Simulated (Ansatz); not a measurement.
`[CH3][Ge]([OH])[Cl]` radical, relaxed with UKS PBE0-D4/def2-TZVP in Ansatz 0.2.0 from a PBE-D4/def2-SVP geometry. The force threshold is 0.005 eV/Å; the program also tests the step.

Charge 0, multiplicity 2.

Start:

```xyz
8

C     0.341   -1.116   -0.448
Ge   -0.376    0.734   -0.443
O     0.715    1.607    0.707
Cl   -2.394    0.670    0.482
H     1.358   -1.114   -0.885
H     0.379   -1.451    0.607
H    -0.330   -1.768   -1.035
H     0.308    2.439    1.017
```

Question: By how much does the energy fall, and how many steps does the optimiser take? (Best estimate.)

Answer: Ansatz gave: 1.09 kcal/mol, in 10 steps, 2 of them rejected.

Question: Which bonds change most? (Estimate.)

Answer: The calculation gave: Ge2–Cl4 from 2.221 to 2.184 Å; Ge2–O3 from 1.810 to 1.780 Å; C1–Ge2 from 1.984 to 1.959 Å; C1–H5 from 1.106 to 1.090 Å.

Question: Give the relaxed structure. (An estimate is asked.)

Answer: Computed: 
```xyz
8

C     0.337   -1.112   -0.445
Ge   -0.379    0.711   -0.425
O     0.696    1.608    0.673
Cl   -2.357    0.687    0.501
H     1.348   -1.095   -0.850
H     0.354   -1.463    0.589
H    -0.301   -1.754   -1.050
H     0.303    2.419    1.008
```
